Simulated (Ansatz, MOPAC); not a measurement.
System: C3H7Si (charge 0, doublet). SMILES: [CH]=CC[SiH3]

Atoms: C1, C2, C3, Si4, H5, H6, H7, H8, H9, H10, H11. Bonds: C1-C2, C1-H5, C2-C3, C2-H6, C3-Si4, C3-H7, C3-H8, Si4-H9, Si4-H10, Si4-H11.

Bond lengths (Å) and angles (degrees) optimised at PM3 with MOPAC; PM7 with MOPAC; HF/STO-3G with Ansatz (a program for electronic structure); HF/6-31G* with Ansatz; B3LYP/6-31G* with Ansatz; MP2/6-31G* with Ansatz, each started from the B3LYP-D3(BJ)/def2-TZVP structure (Ansatz) of the last column. A row stands for all coordinates that are equal there; 11 of 26 kinds are shown. 6-31G* holds six Cartesian d functions. No wavenumbers were computed at HF/STO-3G, MP2/6-31G*, so these may be saddle points.

| coordinate | PM3 | PM7 | HF/STO-3G | HF/6-31G* | B3LYP/6-31G* | MP2/6-31G* | B3LYP-D3(BJ)/def2-TZVP |
|---|---|---|---|---|---|---|---|
| C1-C2 | 1.311 | 1.320 | 1.360 | 1.330 | 1.315 | 1.292 | 1.306 |
| C1-H5 | 1.065 | 1.017 | 1.083 | 1.071 | 1.082 | 1.080 | 1.078 |
| C2-C3 | 1.474 | 1.493 | 1.525 | 1.508 | 1.510 | 1.505 | 1.503 |
| C2-H6 | 1.100 | 1.098 | 1.088 | 1.083 | 1.099 | 1.096 | 1.096 |
| C3-Si4 | 1.881 | 1.863 | 1.874 | 1.899 | 1.904 | 1.895 | 1.891 |
| C3-H7 | 1.104 | 1.119 | 1.087 | 1.088 | 1.098 | 1.096 | 1.094 |
| C3-H8 | 1.103 | 1.120 | 1.085 | 1.086 | 1.096 | 1.095 | 1.092 |
| Si4-H9 | 1.493 | 1.455 | 1.423 | 1.479 | 1.490 | 1.488 | 1.484 |
| C1-C2-C3 | 122.4 | 123.5 | 124.0 | 125.0 | 126.1 | 126.1 | 126.4 |
| C2-C3-Si4 | 108.4 | 110.2 | 113.3 | 112.5 | 111.9 | 110.3 | 111.6 |
| C2-C1-H5 | 158.6 | 178.0 | 130.6 | 133.9 | 137.2 | 136.5 | 138.2 |

Mean signed difference of all 10 bond lengths from B3LYP-D3(BJ)/def2-TZVP: PM3 0.001 Å, PM7 -0.011 Å, HF/STO-3G -0.014 Å, HF/6-31G* -0.001 Å, B3LYP/6-31G* 0.007 Å, MP2/6-31G* 0.001 Å.
